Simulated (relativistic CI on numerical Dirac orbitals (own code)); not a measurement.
Magnetism of Dy4+, 4f8, in a crystal field

Calculated by Dirac-Coulomb-Breit CI, separate exchange-only KLI orbitals for each configuration, QED by a radiative potential, valence Slater integrals scaled by 0.7, one configuration in a parametric crystal field (own radial code).

Field parameters in Wybourne normalisation; cubic f-shell fields have B⁴₄ = √(5/14) B⁴₀ and B⁶₄ = −√(7/2) B⁶₀. The field is a parameter set, without covalency.

S is read from ⟨S²⟩ = S(S + 1).

Powder χT (cm³ K mol⁻¹) by Van Vleck's formula, with temperature-independent terms:

```tsv
Field	2 K	5 K	10 K	20 K	50 K	100 K	200 K	300 K
C2v, B20 = -130, B22 = -220, B40 = -1230, B42 = 830, B44 = -910, B60 = 900, B62 = -90, B64 = 660, B66 = -420 cm⁻¹	1.02	2.55	4.84	7.53	9.78	10.7	11.3	11.4
Oh, B40 = -1120, B60 = 460 cm⁻¹	10	10.1	10.1	10.3	10.7	11.2	11.5	11.6
```

(1) For Oh, B40 = -1120, B60 = 460 cm⁻¹: what effective moment follows at 300 K?

Answers

(1) μ_eff = √(8χT) = 9.62 μB. The LS value g√(J(J + 1)) of the free ion's 7F_6 level is 9.72 μB.
